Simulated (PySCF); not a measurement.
C₄H₅Si, SMILES C1=C[SiH]C=C1 (connectivity only; charge and spin as stated), charge +1, multiplicity 1.

The structure is a stationary point at PBE0-D3(BJ)/def2-SVP. The spin state was assumed, not searched. The isomer is the one that the SMILES or the coordinates give; other isomers of the formula were not compared.

The numbers are results of M06-2X/def2-TZVP (PySCF), not measurements.

Symmetry labels are those of the subgroup C2v that the program uses (full group C2v).

Computed valence orbital energies around the gap with their symmetry:
| orbital | symmetry | energy (eV) |
|---|---|---|
| HOMO−7 | B2 | -21.59 |
| HOMO−6 | A1 | -20.66 |
| HOMO−5 | B2 | -18.63 |
| HOMO−4 | A1 | -17.87 |
| HOMO−3 | B1 | -16.78 |
| HOMO−2 | A1 | -16.36 |
| HOMO−1 | B2 | -16.06 |
| HOMO | A2 | -13.75 |
| LUMO | B1 | -8.27 |
| LUMO+1 | B1 | -4.35 |
| LUMO+2 | A1 | -3.93 |
| LUMO+3 | B2 | -3.59 |
